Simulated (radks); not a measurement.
All-electron atom: the aluminium ion Al+ in [He] 2s1 2p6 3s2 4f1 (not the ground configuration). Method: scalar-relativistic Kohn-Sham, r2SCAN, spin-polarised, spherical densities, finite nucleus; open shells are filled with parallel spins first; meta-GGA in the generalised Kohn-Sham scheme; Fermi nuclear charge, rms radius 3.061 fm; computed with a radial shooting solver on a logarithmic mesh with Libxc functionals.

Local quantities along the radius. ELF = 1/(1 + alpha^2) is the electron localisation function; alpha = (tau - tau_W)/tau_unif compares the Pauli kinetic energy density with that of the uniform gas (summed over spins). tau is taken from the large components.

```
   r/bohr * ELF (the largest magnitude, 1, reaches the edge; | marks zero)
 0.003851 |                                                      *
 0.005095 |                                                      *
 0.006795 |                                                      *
 0.008991 |                                                      *
   0.0119 |                                                      *
  0.01587 |                                                      *
  0.02099 |                                                      *
  0.02778 |                                                      *
  0.03705 |                                                      *
  0.04902 |                                                      *
  0.06486 |                                                      *
  0.08651 |                                                     *
   0.1145 |                                               *
   0.1514 |                           *
    0.202 |            *
   0.2673 |                 *
   0.3536 |                                  *
   0.4717 |                                          *
   0.6241 |                                          *
   0.8257 |                              *
    1.101 |     *
    1.457 |        *
    1.928 |                                                 *
    2.572 |                                                     *
    3.402 |    *
    4.502 *
    6.004 |*
    7.945 |*
    10.51 |*
    14.02 *
    18.55 *
```

On this mesh the ELF has minima near r = 0.20, 1.3 bohr, which separate the shells, and maxima near 0.54 (0.81), 2.2 (0.98).
